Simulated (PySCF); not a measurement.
Computed shifts of a molecule C2H8GeO, B3LYP/pcSseg-1 run with PySCF, GIAO, gas phase, atoms alike by connectivity averaged where their shifts nearly agree, in ppm (number of nuclei): ¹³C: 19.5 (1), 14.1 (1). ¹H: 5.52 (2), 1.72 (1), 1.72 (3), 1.18 (1), 0.54 (1). References: ⁷³Ge against GeH4 (σ = 1631.8 ppm); ¹⁷O against H2O (σ = 333.8 ppm); ¹³C against TMS (σ = 181.3 ppm); ¹H against TMS (σ = 31.68 ppm), references at their B3LYP-D3(BJ)/def2-TZVP geometries, non-relativistic. Coordinates come from a PBE-D3(BJ)/def2-SVP optimisation. The values are those of a single conformer.

Task: Which molecule gave these data?
A) C[CH2][GeH2][OH]
B) [CH3][GeH]([CH3])[OH]
C) OC[CH2][GeH3]
D) CO[CH2][GeH3]

Result: A, C[CH2][GeH2][OH]
